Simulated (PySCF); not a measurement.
SCF from a fresh guess for singlet TeOBr₂, at the PBE0 minimum. PySCF input:

```python
from pyscf import gto, scf, dft
mol = gto.M(atom='''
Te    -0.294351    -0.509821     0.601475
O     -1.097452    -1.900804    -0.217903
Br     2.002078    -0.339676    -0.472787
Br    -1.295179     1.564035    -0.472787''',
    basis={'Te': 'def2-SVP', 'O': 'def2-SVP', 'Br': 'def2-SVP'},
    ecp={'Te': 'def2-SVP'},
    charge=0, spin=0)
mf = dft.RKS(mol, xc='PBE0')
mf.grids.atom_grid = (50, 194)
aux = {'Te': 'def2-universal-JKFIT', 'O': 'def2-universal-JKFIT', 'Br': 'def2-universal-JKFIT'}
mf = mf.density_fit(auxbasis=aux)
mf.conv_tol = 1e-08
mf.diis_space = 10
mf.max_cycle = 60
mf.init_guess = 'minao'
mf.verbose = 4
mf.kernel()
```

Excerpt of the output (cycles and frontier levels):

```
init E= -5460.47128613948
  HOMO = -0.664227775716884  LUMO = -0.645355751893661  gap/eV = 0.51353
cycle= 1 E= -5485.68865858743  delta_E= -25.2  |g|= 3.81  |ddm|=  8.7
  HOMO = 0.166266310750799  LUMO = 0.172753345069828  gap/eV = 0.17652
cycle= 2 E= -5466.60178846482  delta_E= 19.1  |g|= 6.73  |ddm|= 23.1
  HOMO = -0.218407446531315  LUMO = -0.0297625613310389  gap/eV = 5.13329
cycle= 3 E= -5489.10669510819  delta_E= -22.5  |g|= 2.04  |ddm|=   22
  HOMO = -0.188283567714707  LUMO = -0.00179014878683966  gap/eV = 5.07474
cycle= 4 E= -5485.3282583686  delta_E= 3.78  |g|= 3.37  |ddm|= 5.35
  HOMO = -0.271480485620526  LUMO = -0.118997130808004  gap/eV = 4.14928
cycle= 5 E= -5489.92884533165  delta_E= -4.6  |g|= 0.958  |ddm|= 4.74
  HOMO = -0.325547060246349  LUMO = -0.126609603958156  gap/eV = 5.41336
cycle= 6 E= -5490.07866694571  delta_E= -0.15  |g|=  0.7  |ddm|= 0.696
  HOMO = -0.300565818339079  LUMO = -0.108241475125435  gap/eV = 5.23341
... 12 lines left out ...
cycle= 13 E= -5490.19806897463  delta_E= -7.05e-07  |g|= 0.00084  |ddm|= 0.00337
  HOMO = -0.305544779728271  LUMO = -0.115543784727988  gap/eV = 5.17019
cycle= 14 E= -5490.19806913388  delta_E= -1.59e-07  |g|= 0.00042  |ddm|= 0.000913
  HOMO = -0.305564621372398  LUMO = -0.11555370255287  gap/eV = 5.17046
cycle= 15 E= -5490.1980691752  delta_E= -4.13e-08  |g|= 5.19e-05  |ddm|= 0.00039
  HOMO = -0.305562447406495  LUMO = -0.115550074676281  gap/eV = 5.17050
cycle= 16 E= -5490.19806917611  delta_E= -9.14e-10  |g|= 1.11e-05  |ddm|= 8.31e-05
  HOMO = -0.305564186944607  LUMO = -0.115550381701029  gap/eV = 5.17054
Extra cycle  E= -5490.19806917596  delta_E= 1.53e-10  |g|= 3.05e-05  |ddm|= 3.62e-05
converged SCF energy = -5490.19806917596
```

No lower solution of this spin was found by a stability analysis within the restricted form, which does not test spin polarisation.

The search for the lowest solution, with the stability check, took 17 s on 2 threads of a shared Arm Neoverse N1 host, with 104 basis functions; the process peaked at 0.38 GiB. Launch command: `OMP_NUM_THREADS=2 python axn.py task.json out`.
